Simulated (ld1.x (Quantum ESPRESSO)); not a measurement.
**germanium (Ge), TM: configuration errors across variants**

ld1.x (Quantum ESPRESSO) 7.5 input, shortened:

```
&input
   title='Ge', zed=32., rel=2, dft='PBE', iswitch=3,
   config='[Ar] 3d10 4s2 4p2', rel_dist='average'
 /
 &inputp
   pseudotype=2, tm=.true., lloc=0,
   nlcc=.true., new_core_ps=.true., rcore=1.20
 /
2
4P  2  1   2.00   0.00  1.80  1.80  0.0
4S  1  0   2.00   0.00  1.25  1.25  0.0
 &test
   configts(1)='4s2 4p2'
 /
```

Open shells are filled in proportion to 2j + 1 (rel_dist='average').

All-electron excitation energies from the reference (eV): (1) 4s2 4p1 7.446; (2) 4s2 4p0 22.888; (3) 4s1 4p0 57.679; (4) 4s1 4p3 7.969; (5) 4s0 4p4 16.188; (6) 4s2 4p2.3 -0.884; (7) 4s1 4p2 16.159.

4 further variants failed, have other tests or another functional or relativity, and are left out.

A true bound ghost makes a file unfit for plane-wave use even where its test errors are small: the radial tests pick states by their node count and pass the ghost by.

Errors AE − PS in meV (a dash: test not solved or not reliable):

| change | (1) | (2) | (3) | (4) | (5) | (6) | (7) | bound ghosts |
| --- | --- | --- | --- | --- | --- | --- | --- | --- |
| base | -5.3 | -38 | -242 | -16 | -73 | -0.2 | -36 | p3/2, p1/2 |
| wave 4s (bound): rc 1.25 bohr becomes 4s (bound): rc 1.62 bohr | -4.7 | -42 | -256 | -12 | -48 | -0.1 | -28 | none |
| wave 4p (bound): rc 1.80 bohr becomes 4p (bound): rc 2.34 bohr | -5.7 | -41 | -255 | -14 | -64 | -0.2 | -35 | p3/2, p1/2 |
| core correction Bessel-smoothed model core inside 0.82 bohr | -5.3 | -38 | -242 | -16 | -74 | -0.2 | -36 | p3/2, p1/2 |
| all radii but the core radius scaled by about 1.13 (s 1.42, p 2.04 bohr) | -4.8 | -41 | -253 | -13 | -54 | -0.1 | -30 | none |

Task: Give the same row for: local potential all-electron potential smoothed inside 1.50 bohr (lloc = -2).

Result: -3.3, -36, -233, -13, -58, -0.1, -24; bound ghosts: none.
